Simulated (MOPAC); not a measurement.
Job for MOPAC: PM6 on F3W (SMILES [F][W]([F])[F]), 2S+1 = 2, a spin state set in the input, which need not be the lowest.

```
PM6 1SCF PRECISE CHARGE=0 UHF MS=0.5 THREADS=1
F3W

W      0.07881642 1    -0.01678761 1    -0.03751294 1
F      1.84133858 1    -0.37962576 1    -0.35992887 1
F     -0.86873408 1    -0.37108570 1     1.50688196 1
F     -1.10930863 1     0.83446436 1    -1.16548431 1
```

Program output:

```
*******************************************************************************
 **                                                                           **
 **                              MOPAC v23.2.5                                **
 **                                                                           **
 *******************************************************************************
 ** MOPAC's Digital Object Identifier: https://doi.org/10.5281/zenodo.6511958 **
 **                                                                           **
 ** Please cite the open-source release paper for use of this MOPAC version:  **
 ** J. E. Moussa and J. J. P. Stewart (2026)                                  **
 ** MOPAC: An open-source semiempirical molecular orbital program             **
 ** J. Open Source Softw., 11(119), 8025, https://doi.org/10.21105/joss.08025 **
 *******************************************************************************

                              PM6 CALCULATION RESULTS

 *******************************************************************************
 *  PM6        - The PM6 Hamiltonian to be used
 *  UHF        - UNRESTRICTED HARTREE-FOCK CALCULATION
 *
 *
 *
 *                 CHARGE ON SYSTEM = 0
 *
 *
 *
 *  MS=        - IN MECI, MAGNETIC COMPONENT OF SPIN =  0.5
 *  PRECISE    - TIGHTER CRITERIA TO BE USED
 *  1SCF       - DO 1 SCF AND THEN STOP
 *  THREADS=1  - MULTI-THREADING NOT USED
 *  T=         - A TIME OF 172800.0 SECONDS REQUESTED
 *  DUMP=N     - RESTART FILE WRITTEN EVERY 7200.0 SECONDS REQUESTED
 *******************************************************************************
PM6 1SCF PRECISE CHARGE=0 UHF MS=0.5 THREADS=1
 F3W

   ATOM   CHEMICAL          X               Y               Z
  NUMBER   SYMBOL      (ANGSTROMS)     (ANGSTROMS)     (ANGSTROMS)

     1       W          0.07881642  *  -0.01678761  *  -0.03751294  *
     2       F          1.84133858  *  -0.37962576  *  -0.35992887  *
     3       F         -0.86873408  *  -0.37108570  *   1.50688196  *
     4       F         -1.10930863  *   0.83446436  *  -1.16548431  *



          CARTESIAN COORDINATES

    NO.       ATOM           X           Y           Z

     1         W          0.0788     -0.0168     -0.0375
     2         F          1.8413     -0.3796     -0.3599
     3         F         -0.8687     -0.3711      1.5069
     4         F         -1.1093      0.8345     -1.1655

 General Reference for PM6:
 "Optimization of Parameters for Semiempirical Methods V: Modification of NDDO Approximations
 and Application to 70 Elements", J. J. P. Stewart, J. Mol. Mod., 13, 1173-1213 (2007)
 URL: https://link.springer.com/article/10.1007/s00894-007-0233-4

           Empirical Formula: W F3  =     4 atoms



      MOLECULAR POINT GROUP   :   C2v


          UHF CALCULATION, NO. OF ALPHA ELECTRONS =   14
                           NO. OF BETA  ELECTRONS =   13

 -------------------------------------------------------------------------------
 PM6 1SCF PRECISE CHARGE=0 UHF MS=0.5 THREADS=1
 F3W



     1SCF WAS SPECIFIED, SO BFGS WAS NOT USED
     SCF FIELD WAS ACHIEVED


                              PM6 CALCULATION
                                                       MOPAC v23.2.5 Linux




          FINAL HEAT OF FORMATION =       -130.71563 KCAL/MOL =    -546.91419 KJ/MOL


          COSMO AREA              =        101.74 SQUARE ANGSTROMS
          COSMO VOLUME            =         89.98 CUBIC ANGSTROMS

          IONIZATION POTENTIAL    =          7.716578 EV
          ALPHA SOMO LUMO (EV)    =         -7.717 -0.242
          BETA  SOMO LUMO (EV)    =         -9.884 -0.270
          NO. OF ALPHA ELECTRONS  =         14
          NO. OF BETA  ELECTRONS  =         13
          MOLECULAR WEIGHT        =        240.8452         POINT GROUP:  C2v

          MOLECULAR DIMENSIONS (Angstroms)

            Atom       Atom       Distance
            F     3    F     2     3.29083
            F     4    F     2     2.63140
            F     3    W     1     0.01887


          SCF CALCULATIONS        =          1





   ATOM   CHEMICAL          X               Y               Z
  NUMBER   SYMBOL      (ANGSTROMS)     (ANGSTROMS)     (ANGSTROMS)

     1       W          0.07881642  *  -0.01678761  *  -0.03751294  *
     2       F          1.84133858  *  -0.37962576  *  -0.35992887  *
     3       F         -0.86873408  *  -0.37108570  *   1.50688196  *
     4       F         -1.10930863  *   0.83446436  *  -1.16548431  *

                             CARTESIAN COORDINATES

   1    W        0.078816420    -0.016787610    -0.037512940
   2    F        1.841338580    -0.379625760    -0.359928870
   3    F       -0.868734080    -0.371085700     1.506881960
   4    F       -1.109308630     0.834464360    -1.165484310


           Empirical Formula: W F3  =     4 atoms



      MOLECULAR POINT GROUP   :   C2v


          ALPHA EIGENVALUES
 -41.07107 -40.75274 -40.22922 -17.94321 -16.47763 -16.31889 -15.82605 -15.64039
 -14.47469 -14.11287 -14.02792 -13.92973  -9.36045  -7.71658  -0.24217  -0.01446
   0.17102   0.48232   1.61518   2.51294   2.56394


           BETA EIGENVALUES
 -40.99582 -40.74956 -40.17465 -17.82293 -16.31091 -16.09456 -15.74798 -15.25620
 -14.56839 -14.08723 -14.01195 -13.95013  -9.88395  -0.26980  -0.17117   1.23845
   1.47449   2.09745   2.64832   2.98039   3.26892


              NET ATOMIC CHARGES AND DIPOLE CONTRIBUTIONS

  ATOM NO.   TYPE          CHARGE      No. of ELECS.   s-Pop       p-Pop       d-Pop
    1          W           0.638486        5.3615     1.25676     1.19238     2.91238
    2          F          -0.214937        7.2149     1.89741     5.31752
    3          F          -0.211771        7.2118     1.90155     5.31022
    4          F          -0.211778        7.2118     1.90155     5.31022
 DIPOLE           X         Y         Z       TOTAL
 POINT-CHG.     0.353    -0.131    -0.091     0.387
 HYBRID         0.026     1.825     0.821     2.002
 SUM            0.379     1.695     0.730     1.884


          ATOMIC ORBITAL ELECTRON POPULATIONS

     Atom    s        px        py        pz      x^2-y^2     xz        z^2       yz        xy
    1  W   1.25676   0.21153   0.48425   0.49659   0.69545   0.42452   0.61465   0.69719   0.48058
    2  F   1.89741   1.73134   1.76199   1.82419
    3  F   1.90155   1.74927   1.82707   1.73388
    4  F   1.90155   1.73166   1.79616   1.78240


                    (SZ)    =    0.500000
                    (S**2)  =    1.396792


          ATOMIC ORBITAL SPIN POPULATIONS

    Atom   Total    s     px     py     pz   x^2-y^2  xz     z^2    yz     xy
         Atomic
    1  W  0.9762  0.084 -0.007  0.022  0.283  0.110  0.013  0.239  0.217  0.014
    2  F -0.0079 -0.001  0.002 -0.021  0.011
    3  F  0.0158  0.000 -0.021  0.032  0.004
    4  F  0.0158  0.000 -0.022  0.037 -0.000

 **********************
 *                    *
 * JOB ENDED NORMALLY *
 *                    *
 **********************




 == MOPAC DONE ==
```

The run finished. Its determinant has ⟨S²⟩ = 1.40, a mixture of spin states.

Cost: about 0.05 core-seconds (a rough figure).
